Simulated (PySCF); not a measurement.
HO3S, SMILES [O-][S+]([O-])O, charge -1.

Coordinates come from a PBE-D3(BJ)/def2-SVPD optimisation. One conformer was computed; it need not be the lowest.

The numbers are results of PBE-D3(BJ)/def2-SVPD run with PySCF 2.14.0, not measurements.

Frequencies are harmonic and unscaled.

Problem. Give all harmonic wavenumbers and intensities. (Estimate from the structure and the level; the computed values follow.)

Solution. 
```
mode  ν (cm⁻¹)  IR (km/mol)  moving atoms (share of kinetic energy)
----  --------  -----------  --------------------------------------
1          216         48.8                          H 87 %, O 11 %
2          308          6.1                          O 85 %, S 11 %
3          335          8.9                                  O 91 %
4          471         76.2                          O 69 %, S 28 %
5          527        179.6                          S 51 %, O 46 %
6          932         66.1                  O 48 %, H 41 %, S 11 %
7         1017        131.9                  O 46 %, H 33 %, S 22 %
8         1075        288.1                  O 48 %, S 38 %, H 14 %
9         3646         12.4                                  H 94 %
```
